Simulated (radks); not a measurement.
Species: the iodine ion I5+. Configuration: [Kr] 4d10 5s2. All-electron calculation, non-relativistic Kohn-Sham, exchange-only LDA, spin-polarised, spherical densities, point nucleus; relativity is left out, which matters for an element this heavy. Program: a radial shooting solver on a logarithmic mesh with Libxc functionals.

Unscreened Slater integrals over Kohn-Sham orbitals (eV). They are taken over the spin-up orbitals.

integral     value
F0(5s,5s)   13.550
F0(5s,4d)   16.451
G2(5s,4d)   1.9272
F0(5s,4p)   16.736
G1(5s,4p)   1.2888
F0(5s,4s)   16.829
G0(5s,4s)  0.91451
F0(4d,4d)   27.131
F2(4d,4d)   13.768
F4(4d,4d)   9.1508
F0(4d,4p)   28.646
F2(4d,4p)   14.643
G1(4d,4p)   18.656
G3(4d,4p)   11.591
F0(4d,4s)   29.174
G2(4d,4s)   14.344
F0(4p,4p)   30.455
F2(4p,4p)   15.994
F0(4p,4s)   31.086
G1(4p,4s)   21.242
F0(4s,4s)   31.765
